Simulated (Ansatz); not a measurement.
A geometry relaxed with PBE0-D3(BJ)/def2-TZVP run with Ansatz (a program for electronic structure), charge 0, multiplicity 1:

```xyz
13

H      0.7586    -1.5879     1.5157
H      0.9374     0.7943     1.9571
H     -3.5537     0.4787    -1.0497
H      3.2576    -1.1834    -0.6229
H     -0.0528     1.4764    -1.4544
H     -2.8695    -1.0974     0.6549
H      3.4060     0.8281    -0.2470
Si     1.1339    -0.2698     0.9346
Si    -2.5574     0.2125     0.0232
B      2.8403    -0.2098    -0.0694
H     -0.2581    -0.8904    -1.8651
H     -2.6647     1.2788     1.0545
Si    -0.3777     0.1670    -0.8223
```

Question: Write the SMILES of this molecule.

Answer: `B[SiH2][SiH2][SiH3]`
